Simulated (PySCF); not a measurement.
BrH₂SbTe₂, SMILES [Br][Sb]([TeH])[TeH]. Geometry optimised at PBE-D3(BJ)/def2-SVP. The structure was generated by enumeration; whether it is a known compound was not checked. The def2 effective core potentials stand for the cores of Sb, Te; spin–orbit coupling is left out.

Q: Give the equilibrium geometry at PBE-D3(BJ)/def2-SVP (PySCF confirms it by a frequency run) as a Z-matrix. (The exact figures need the calculation; the answer reports its results.)

A: 
```
Sb
Br 1 2.5857
Te 1 2.8001 2 100.62
H 3 1.6849 1 90.27 2 -56.81
Te 1 2.8015 2 103.34 4 117.29
H 5 1.6852 1 89.93 2 107.39
```
